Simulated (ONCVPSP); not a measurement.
Cutoff test, cerium (Ce), ONCV

```json
{
  "Element": "cerium",
  "Generator": "ONCVPSP 4.0.1",
  "Type": "optimised norm-conserving Vanderbilt (ONCV)",
  "Functional": "LDA (Perdew-Zunger)",
  "Relativity": "fully relativistic",
  "Frozen core": "[Kr] 4d10",
  "Valence charge": "12",
  "Reference configuration": "4f1 5s2 5p6 5d1 6s1.75 6p0.25",
  "Partial waves": "5s+6s: rc 2.75 bohr, ncon 3, nbas 6, qcut 5.6 1/bohr, 2 projectors; 5p+6p: rc 3.50 bohr, ncon 3, nbas 8, qcut 3.4 1/bohr, 2 projectors; 5d: rc 3.65 bohr, ncon 3, nbas 8, qcut 4.6 1/bohr, 1 projector; 4f: rc 1.25 bohr, ncon 3, nbas 8, qcut 15.3 1/bohr, 2 projectors, debl 0.4 Ha",
  "Local potential": "polynomial inside 1.15 bohr (lpopt 5, dvloc0 0 Ha)",
  "Core correction": "polynomial model core, fcfact 0.35"
}
```

Open shells are filled in proportion to 2j + 1.

Task: For each optimised wave give the share of its norm inside rc, the residual kinetic energy above qcut (Ha) and the cutoffs (Ha) for errors of 10, 1, 0.1 and 0.01 mHa per electron.

Result:

```tsv
wave	norm inside rc	residual KE	10 mHa	1 mHa	0.1 mHa	0.01 mHa
5s	0.981	6.2e-08	4.7	7.5	9.4	10.8
6s	0.122	4.9e-09	2.5	7.3	9.8	11.6
5p j=3/2	0.986	9.2e-06	3.4	4.3	5.1	6.0
6p j=3/2	0.099	4.8e-06	2.5	3.7	4.8	5.6
5p j=1/2	0.991	1.4e-05	3.5	4.5	5.3	6.3
6p j=1/2	0.125	1.1e-05	2.8	4.0	5.0	5.9
5d j=5/2	0.756	3.6e-09	4.1	5.6	6.9	8.1
5d j=3/2	0.773	4.6e-09	4.2	5.7	7.0	8.1
4f j=7/2	0.690	4.1e-07	73.4	85.8	95.8	103.8
f projector 2 j=7/2	0.013	2.7e-09	46.2	64.8	79.3	91.0
4f j=5/2	0.697	3.4e-07	73.7	86.2	96.2	104.2
f projector 2 j=5/2	0.012	2.8e-09	46.1	64.8	79.3	91.1
```

The occupied waves need 86 Ha and 96 Ha for 1 and 0.1 mHa. Note: ghosts flagged at negative energy: s at -118.7 eV, p3/2 at -72.4 eV, p1/2 at -28.6 eV; no localised positive-energy state flagged. A true bound ghost makes a file unfit for plane-wave use. 1 of 4 tests not solved or not reliable.
